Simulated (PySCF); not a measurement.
## C₆ coefficients of unlike pairs at r2SCANh

Calculated with PySCF 2.14 from the dipole response of each species, C₆(A,B) = (3/π) ∫ α_A(iu) α_B(iu) du, in atomic units, from isotropic polarisabilities. For ions this is the dispersion term alone; charge-induced terms of lower order in 1/R come first.

| species | configuration | basis | relativity | α (bohr³) | C₆ (like pair) |
| --- | --- | --- | --- | --- | --- |
| Ti | [Ar] 3d2 4s2 (3F) | aug-cc-pVQZ-DK (9s8p6d4f3g2h) | spin-free X2C | 109.7 | 1330 |
| V | [Ar] 3d3 4s2 (4F) | aug-cc-pVTZ-DK (8s7p5d3f2g) | spin-free X2C | 94.59 | 1062 |
| Sc | [Ar] 3d1 4s2 (2D) | aug-cc-pVTZ-DK (8s7p5d3f2g) | spin-free X2C | 129.4 | 1661 |
| Zn+ | [Ar] 3d10 4s1 (2S) | aug-cc-pVTZ-PP with ECP10MDF (6s6p5d3f2g) | core potential | 19.25 | 84.07 |

Estimate C₆ for Zn+ with Ti.

The integral gives 314.9. The combination rule 2 C_A C_B / (C_A α_B/α_A + C_B α_A/α_B) gives 313.9 and the geometric mean 334.4.

No spin-orbit coupling is included.

The other pairs:

```csv
pair,C₆
"Sc, V",1322
"Zn+, Sc",345.7
"Zn+, V",284.7
"V, Ti",1187
"Sc, Ti",1484
```
